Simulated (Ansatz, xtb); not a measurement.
BrClHNOSi: 7 structures ranked

7 gas-phase structures of BrClHNOSi, found in a search over its isomers (lower ones may exist). Each was relaxed with GFN2-xTB; where two conformers were screened, the lower at r2SCAN-D4/def2-SVP is listed:

A. `[O-]/[NH+]=[Si](\Cl)Br`, a singlet
B. a singlet given by its coordinates
C. `[NH-]/[O+]=[Si](\Cl)Br`, a singlet
D. `O=N[Si@H](Cl)Br`, a singlet
E. a singlet given by its coordinates
F. `O/N=[Si](/Cl)Br`, a singlet
G. `O/N=[Si](\Cl)Br`, a singlet

E (Å):

```xyz
6

Br    1.6528   -0.8308   -1.2896
Cl    0.3376    2.4203   -1.1855
N    -0.8570    0.1770    0.7364
O    -1.3951   -0.1550   -0.6348
Si    0.0766    0.5396   -0.6541
H    -0.7612   -0.7014    1.2326
```

Close contacts (Å): Br1–Si5 2.18, Cl2–Si5 1.97, N3–O4 1.51, N3–Si5 1.71, O4–Si5 1.63, N3–H6 1.01.

B (Å):

```xyz
6

Br    0.4338   -2.9055    0.0659
Cl   -0.5980   -2.4246   -3.2457
N     2.0126    0.3778   -1.4894
O     1.0709   -0.4128   -2.0177
Si    0.0235   -1.5235   -1.5866
H     1.9439    1.2677   -1.9924
```

Close contacts (Å): Br1–Si5 2.19, Cl2–Si5 1.99, N3–O4 1.34, O4–Si5 1.59, N3–H6 1.02.

Q: Estimate their order in r2SCAN-D4/def2-SVP energy at these geometries, lowest first.

A: Calculated order at r2SCAN-D4/def2-SVP: E (0.0), D (25.1), F (26.0), G (28.9), A (29.5), B (46.4), C (48.5) kcal/mol. Less than 1 kcal/mol parts D and F; G and A, so the order within those pairs means little.

Energies above the lowest of each column, in kcal/mol:

```csv
structure,GFN2-xTB,HF/STO-3G,r2SCAN-D4/def2-SVP
E,0.0,0.0,0.0
D,38.6,4.9,25.1
F,10.6,29.0,26.0
G,8.1,32.1,28.9
A,35.0,57.7,29.5
B,36.4,69.1,46.4
C,34.4,70.9,48.5
```

Every level run on E puts it lowest or level with the lowest. Some further structures that were screened fall inside this span and aren't listed. Flexible structures stand in one conformer each, not always the lowest. Frequencies (PBE0-D3(BJ)/def2-SVP) were run for E alone.

Over these structures GFN2-xTB departs from r2SCAN-D4/def2-SVP by 10.5 kcal/mol on average once a common shift is removed. A GFN2-xTB relaxation took about 0.5 s and the r2SCAN-D4/def2-SVP energy about 7.5 s on a shared host (Ansatz 0.2.0, xtb 6.7.1).
